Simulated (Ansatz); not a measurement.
Z-matrix (Å, degrees):
```
B
O 1 1.676
C 1 1.553 2 55.9
H 1 1.195 2 109.3 3 113.1
H 1 1.198 2 110.1 3 -112.0
H 2 0.963 1 108.1 3 101.3
C 3 1.490 1 123.8 2 97.7
H 3 1.089 1 121.3 2 -98.8
O 7 1.413 3 114.0 1 -147.0
H 7 1.097 3 109.5 1 -21.3
H 7 1.094 3 107.6 1 95.1
H 9 0.961 7 107.7 3 68.1
```

Total charge 0; spin multiplicity 1.

List the PBE0/def2-TZVPP orbital energies in eV (Ansatz 0.2.0). (Estimate.)

The calculation gave: Occupied: -524.83, -522.73, -279.55, -279.44, -183.96, -30.46, -28.80, -21.23, -18.10, -16.02, -14.80, -14.14, -12.88, -12.12, -11.03, -10.66, -9.99, -8.93, -8.64, -7.92. Lowest empty: -0.01, 1.24, 1.39, 2.11, 2.35, 2.72, 3.06, 3.60.
